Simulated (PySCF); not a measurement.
Computed shifts of a molecule C4H5NO, PySCF with PBE/pcSseg-1, GIAO, gas phase, equivalent atoms averaged, in ppm (number of nuclei): ¹⁵N: 313.8 (1). ¹³C: 122.4 (1), 81.3 (2), 28.2 (1). ¹H: 5.27 (2), 5.00 (2), 4.04 (1). References: ¹⁵N against NH3 (σ = 267.0 ppm); ¹³C against TMS (σ = 182.0 ppm); ¹⁷O against H2O (σ = 334.3 ppm); ¹H against TMS (σ = 31.49 ppm), references at their B3LYP-D3(BJ)/def2-TZVP geometries, non-relativistic. Geometry optimised at TPSSh-D3(BJ)/def2-SVP. Other conformers were not sampled.

### Question
Identify the compound among the candidates.
(A) Cc1cnco1
(B) C1=CN=COC1
(C) N#CC1COC1
(D) C1=COCN=C1

### Answer
C, N#CC1COC1
